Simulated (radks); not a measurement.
Dynamic dipole polarisability and lines of the scandium ion Sc3+, [Ar]. All-electron calculation, scalar-relativistic Kohn-Sham, LB94 model potential, spin-polarised, spherical densities, finite nucleus; Fermi nuclear charge, rms radius of each element as measured or else 0.836 A^(1/3) + 0.57 fm. Program: a radial shooting solver on a logarithmic mesh with Libxc functionals. Time-dependent linear response with the Hartree and adiabatic LDA kernel, continuum included through the Sternheimer equations, no spin-orbit coupling, so fine structure and intercombination lines are absent. Lines are the poles of the dipole polarisability below minus the highest occupied eigenvalue, found on a grid refined at the orbital gaps; the lowest seven at most are given, and weak or close lines can be missed. The first line takes the name of the lowest orbital gap if no other gap lies below it; otherwise a line is named after a gap within 0.6 % of it, if that gap stands alone.

photon energy (eV),alpha (bohr^3)
0,2.204
1.194,2.205
8.358,2.293
15.522,2.548
22.685,3.110
29.849,4.513
37.013,11.33
44.177,-13.33
51.341,-3.155
58.504,-2.089
65.668,-0.9229

Lines (eV, oscillator strength): 40.152 (30.88 nm, 3p-4s), f = 1.61; 41.601 (29.80 nm, unassigned), f = 3.01; 55.149 (22.48 nm, unassigned), f = 0.124; 56.426 (21.97 nm, 3p-5s), f = 0.0392; 62.007 (20.00 nm, 3p-5d), f = 0.00179; 62.735 (19.76 nm, unassigned), f = 0.0205; 65.961 (18.80 nm, unassigned), f = 0.0100. Higher lines, where found, are left out when the end of the mesh affects them. Those listed give 94 % of the static polarisability (sum of f/w^2). Orbital energy gaps for comparison: 3p-3d 31.699 eV; 3p-4s 40.109 eV; 3p-4d 53.979 eV; 3p-5s 56.347 eV; 3p-5d 61.691 eV.
